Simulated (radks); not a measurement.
Successive ionisation energies (eV) of one element, from differences of total energies of ions in their ground configurations, starting at charge 0: 8.942, 20.399, 33.566, 48.030, 63.542, 85.460, 103.54, 122.38, 141.92, 162.08, 238.72, 261.30, 283.75, 314.53, 338.68, 362.59, 420.75, 448.95, 815.14, 876.09, 938.34, 1001.8. Calculated with a radial shooting solver on a logarithmic mesh with Libxc functionals: non-relativistic Kohn-Sham, TPSS, spin-polarised, spherical densities, point nucleus; open shells are filled with parallel spins first (spin-orbit coupling, left out, can overturn this in heavy ions); meta-GGA in the generalised Kohn-Sham scheme; relativity is left out, which matters for an element this heavy. Which element is it?

Answer. Palladium (Z = 46). The first species listed is Pd in [Kr] 4d10, the last Pd21+ in [Ar] 3d7.
